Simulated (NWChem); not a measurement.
# Basis-set convergence for H4OSi

SMILES: O[SiH3]
```xyz
6

Si     0.5292    -0.0903     0.0000
O     -1.0982     0.2836     0.0000
H      0.9233    -0.8802    -1.2075
H      1.2520     1.2072     0.0000
H      0.9233    -0.8802     1.2075
H     -1.7219    -0.4515     0.0000
```
Charge 0, spin multiplicity 1.

All runs are NWChem calculations. All single points use one geometry, from B3LYP/def2-SVP, a minimum by its harmonic frequencies.

Quantity: dipole moment at the level PBE0.

The Pople sets run with spherical d functions. The structure started from a generated list of species.

Task: In cc-pVQZ the value is 1.29 D. Among STO-3G, 3-21G, 6-31G*, 6-31+G*, 6-311G**, aug-pcseg-1, def2-TZVP, cc-pVTZ, aug-cc-pVTZ, which is the smallest basis within 0.1 D of it?

Result: aug-pcseg-1, with 86 functions against 234 and about 4 % of the time (also within reach: def2-TZVP, cc-pVTZ, aug-cc-pVTZ). cc-pVQZ isn't the basis-set limit itself, and a small set can land close by cancellation.

```csv
basis,functions,dipole moment (D)
STO-3G,18,1.17
3-21G,30,1.68
6-31G*,40,1.48
6-31+G*,48,1.55
6-311G**,68,1.48
aug-pcseg-1,86,1.28
def2-TZVP,92,1.36
cc-pVTZ,120,1.29
aug-cc-pVTZ,188,1.29
cc-pVQZ,234,1.29
```
